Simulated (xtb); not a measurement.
Ga2 (SMILES [Ga][Ga]), triplet, geometry from GFN2-xTB (such geometries of metal compounds can be far from the true shape); GFN1-xTB run with xtb.

Input for xtb:
```
$ xtb mol.xyz --gfn 1 --uhf 2 --json

# file mol.xyz
2

Ga    -0.00000000    -0.00000000    -1.36141857
Ga     0.00000000     0.00000000     1.36141857
```

What the program printed (banner, timings and long lists left out):

```
   ID    Z sym.   atoms
    1   31 Ga     1, 2

           -------------------------------------------------
          |                Calculation Setup                |
           -------------------------------------------------

           -------------------------------------------------
          |                 G F N 1 - x T B                 |
           -------------------------------------------------

          ...................................................
          :                      SETUP                      :
          :.................................................:
          :  # basis functions                  20          :
          :  # atomic orbitals                  18          :
          :  # shells                            6          :
          :  # electrons                         6          :
          :  # halogen bonds                     0          :
          :  max. iterations                   250          :
          :  Hamiltonian                  GFN1-xTB          :
          :  restarted?                      false          :
          :  GBSA solvation                  false          :
          :  PC potential                    false          :
          :  electronic temp.          300.0000000     K    :
          :  accuracy                    1.0000000          :
          :  -> integral cutoff          0.2500000E+02      :
          :  -> integral neglect         0.1000000E-07      :
          :  -> SCF convergence          0.1000000E-05 Eh   :
          :  -> wf. convergence          0.2000000E-04 e    :
          :  Broyden damping             0.4000000          :
          :  net charge                          0          :
          :  unpaired electrons                  2          :
          ...................................................

 iter      E             dE          RMSdq      gap      omega  full diag
   1     -2.4807203 -0.248072E+01  0.325E+00    0.14       0.0  T
   2     -2.4807218 -0.148809E-05  0.195E+00    0.14       1.0  T
   3     -2.4807226 -0.800128E-06  0.149E-02    0.14       4.7  T
   4     -2.4807226 -0.147278E-09  0.700E-03    0.14      10.1  T
   5     -2.4807226 -0.426565E-10  0.461E-09    0.14  100000.0  T
   6     -2.4807226 -0.444089E-15  0.386E-14    0.14  100000.0  T

   *** convergence criteria satisfied after 6 iterations ***

 transition dipole moment (au) for excitation:           3           4
     X       Y       Z
   0.0000   0.0000   0.0000  total (au/Debye):    0.000   0.000
 dE (eV)             :    0.000
 oscillator strength :  0.10852E-44

         :::::::::::::::::::::::::::::::::::::::::::::::::::::
         ::                     SUMMARY                     ::
         :::::::::::::::::::::::::::::::::::::::::::::::::::::
         :: total energy              -2.480173474868 Eh    ::
         :: gradient norm              0.062067059666 Eh/a0 ::
         :: HOMO-LUMO gap              0.139707126364 eV    ::
         ::.................................................::
         :: SCC energy                -2.480722614082 Eh    ::
         :: -> electrostatic           0.000110053489 Eh    ::
         :: repulsion energy           0.001044994349 Eh    ::
         :: dispersion energy         -0.000495855134 Eh    ::
         :: halogen bond corr.         0.000000000000 Eh    ::
         :: add. restraining           0.000000000000 Eh    ::
         :: total charge               0.000000000000 e     ::
         :::::::::::::::::::::::::::::::::::::::::::::::::::::

           -------------------------------------------------
          |                Property Printout                |
           -------------------------------------------------

    * Orbital Energies and Occupations

         #    Occupation            Energy/Eh            Energy/eV
      -------------------------------------------------------------
         1        2.0000           -0.5106392             -13.8952
         2        2.0000           -0.4730647             -12.8727
         3        0.9557           -0.2445687              -6.6551
         4        0.9557           -0.2445687              -6.6551 (HOMO)
         5        0.0885           -0.2394346              -6.5153 (LUMO)
         6                         -0.1839857              -5.0065
         7                         -0.1839857              -5.0065
         8                         -0.1365228              -3.7150
         9                         -0.1365228              -3.7150
        10                          0.0119131               0.3242
        11                          0.0366182               0.9964
        12                          0.0366182               0.9964
        13                          0.1228547               3.3430
        14                          0.1491092               4.0575
        15                          0.1491092               4.0575
       ...                                ...                  ...
        18                          0.5957080              16.2100
      -------------------------------------------------------------
                  HL-Gap            0.0051341 Eh            0.1397 eV
             Fermi-level           -0.3002333 Eh           -8.1698 eV

  Mulliken/CM5 charges         n(s)   n(p)   n(d)
     1Ga    0.00000  0.00000   1.793  0.961  0.246
     2Ga    0.00000  0.00000   1.793  0.961  0.246

Wiberg/Mayer (AO) data.
largest (>0.10) Wiberg bond orders for each atom

 ---------------------------------------------------------------------------
     #   Z sym  total        # sym  WBO       # sym  WBO       # sym  WBO
 ---------------------------------------------------------------------------
     1  31 Ga   1.642 --     2 Ga   1.642
     2  31 Ga   1.642 --     1 Ga   1.642
 ---------------------------------------------------------------------------

Topologies differ in total number of bonds
Writing topology from bond orders to xtbtopo.mol

 dipole moment from electron density (au)
     X       Y       Z
   0.0000   0.0000  -0.0000  total (Debye):    0.000

           -------------------------------------------------
          | TOTAL ENERGY               -2.480173474868 Eh   |
          | GRADIENT NORM               0.062067059666 Eh/α |
          | HOMO-LUMO GAP               0.139707126364 eV   |
           -------------------------------------------------

normal termination of xtb
```
